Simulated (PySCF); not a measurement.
**How the method changes the constants of GaH⁻**

State: ²Π (doublet), unpaired electrons π ↑. Set-up: PySCF, no relativity, basis sets Ga def2-TZVPPD, H def2-TZVPPD. De refers to Ga + H⁻ in their high-spin ground configurations, without counterpoise correction. The functionals are run spin-unrestricted. A positive dipole points towards H; it is taken about the centre of mass and depends on that origin.

```csv
Level,Re (Å),ωe (cm⁻¹),De (eV),μ (D)
UHF-CCSD,1.709,1387,n/a,n/a
UHF-CCSD(T),1.709,1382,n/a,n/a
TPSS,1.726,1337,n/a,-0.69
r²SCAN,1.714,1370,n/a,-0.63
r²SCANh,1.711,1383,n/a,-0.61
ωB97X-V,1.715,1384,n/a,-0.57
B2PLYP,1.717,1364,n/a,-0.65
```

**Question.** What does the triples do here, going from UHF-CCSD to UHF-CCSD(T)?

**Answer.** UHF-CCSD(T) less UHF-CCSD: +0.0 pm in Re, -0.4 % in ωe. Correlation nearly always deepens the well. The bond length hardly moves.

Correlated steps freeze 9 core orbitals. Spin–orbit coupling is left out. The highest Kohn–Sham level is positive in this anion. Much of that is self-interaction error, but it also means that the finite basis helps to hold the extra electron. B2PLYP dipoles, levels and charges come from its SCF part alone. The state was picked by a PBE0 search and need not be the measured ground state.

The whole job (state search and all levels along the bond) took about 5.4 min on 1 thread of Intel Xeon Platinum 8375C @ 2.90GHz (shared host), peak memory 1.5 GiB.
